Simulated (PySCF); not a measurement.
Simulated absorption spectrum

Species: Ti(NCS)2Cl2, C₂Cl₂N₂S₂Ti (singlet state).
SMILES: `S=C=[N][Ti]([Cl])([Cl])[N]=C=S`

Computed, not measured: TDDFT wB97X-D/def2-SVPD, vertical, gas phase, core orbitals frozen in the response in PySCF 2.14.0, density-fitted response routines. Geometry: PBE0-D3(BJ)/def2-SVP; no solvent, vibrations or thermal averaging.

Computed states:

```
state  E (eV)       f
   S1    3.33  0.0004
   S2    3.38  0.0000
   S3    3.40   0.014
   S4    3.51  0.0027
   S5    3.64  0.0001
   S6    3.66   0.013
   S7    4.18   0.226
   S8    4.35   0.029
   S9    4.41  0.0002
  S10    4.49   0.161
  S11    4.65  0.0024
  S12    4.66  0.0003
  S13    4.69   0.015
  S14    4.75  0.0050
```

Broadening: Gaussians 0.4 eV wide at half height, area fixed by f = 4.319×10⁻⁹ ∫ε dν̃. The width is an assumption, not a result. The curve ends short of the highest state used, and states not computed would add to its high-energy end.

(1) Give the broadened spectrum and its maxima.

(2) On this curve, what absorbance would a 10⁻³ mol/L sample give at 405 nm over a 1 cm path?

(3) Coming from long wavelengths, where does ε first pass 100 L mol⁻¹ cm⁻¹?

(4) Does any computed singlet lie in the visible range?

Results:

(1) 
```
λ (nm)  ε (L mol⁻¹ cm⁻¹)
 298.9             17306
 303.3             14305
 307.8             10729
 312.2              7444
 316.7              4799
 321.1              3061
 325.6              2048
 330.1              1585
 334.5              1447
 339.0              1460
 343.4              1521
 347.9              1578
 352.3              1600
 356.8              1577
 361.3              1506
 365.7              1393
 370.2              1241
 374.6              1069
 379.1               885
 383.6               705
 388.0               545
 392.5               404
 396.9               292
 401.4               203
 405.8               138
 410.3                91
 414.8                58
 419.2                36
 423.7                22
 428.1                13
 432.6                 8
 437.0                 5
 441.5                 3
 446.0                 1
 450.4                 1
 454.9                 0
```

Maxima: 352 nm (3.52 eV), ε about 1600, made up of S3 (48%), S4 (12%) and S6 (39%) (ε in L mol⁻¹ cm⁻¹; maxima over ε = 5, shares over 10%). At its high-energy end, 4.15 eV, the curve is still rising (ε about 17000, from S7).

(2) 405 nm is 3.061 eV, where ε is about 150 L mol⁻¹ cm⁻¹, so A = ε c l ≈ 0.15 (Beer–Lambert, with the gas-phase spectrum and the assumed width).

(3) At about 409 nm (3.03 eV), 0.30 eV below S1.

(4) No computed singlet lies in the visible range (380 to 750 nm); the lowest, at 373 nm, stands 0.06 eV above its violet end (3.26 eV); a Tamm–Dancoff triplet lies at 406 nm, without intensity as long as spin–orbit coupling is left out.
